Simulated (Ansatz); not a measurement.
Total energies of the cluster Zr3O5 from Ansatz at PBE0-D4/def2-TZVP, gas phase (1 Eh = 27.2114 eV = 2625.5 kJ/mol). The reference geometry is relaxed at PBE0-D4/def2-SVP.

```tsv
atom	x (Å)	y (Å)	z (Å)
Zr1	-0.6815	1.5916	0.3905
Zr2	1.4246	-0.8920	0.5702
Zr3	-1.3368	-1.1912	-0.7945
O4	-2.1900	0.1475	0.1712
O5	-0.2304	-2.1632	0.3384
O6	2.5307	-1.0326	-0.7911
O7	-0.5395	2.5878	-1.0529
O8	1.0230	0.9520	1.1682
```

| state | geometry | energy (Eh) |
| --- | --- | --- |
| charge 0 singlet | reference | -517.42313 |
| charge 1 doublet | reference | -517.16299 |
| charge 0 triplet | relaxed at PBE0-D4/def2-SVP | -517.40063 |
| charge 0 quintet | relaxed at PBE0-D4/def2-SVP | -517.31185 |
| free Zr atom (triplet) | – | -46.88229 |
| free O atom (triplet) | – | -75.01860 |

In the def2 sets Zr takes a core potential; there is no spin–orbit coupling.

Work out the vertical ionisation energy to the doublet.

E(charge 1 doublet) − E(charge 0 singlet) = -517.16299 − (-517.42313) = 0.26014 Eh = 7.08 eV. For comparison, −ε of the highest occupied level is 5.53 eV at this level, 1.55 eV less.

Which of the charge 0 states is lowest, and how far above it are the others?

The singlet. triplet: -517.40063 − (-517.42313) = 0.02250 Eh = 59.1 kJ/mol; quintet: -517.31185 − (-517.42313) = 0.11128 Eh = 292.2 kJ/mol.

What is the binding energy per atom against free atoms?

Atoms: 3 × (-46.88229) + 5 × (-75.01860) = -515.73987 Eh. Binding: -515.73987 − (-517.42313) = 1.68326 Eh = 45.80 eV, or 5.73 eV for each of 8 atoms (no zero-point energy, no counterpoise term).

The structure comes from a short search, and lower isomers may exist.
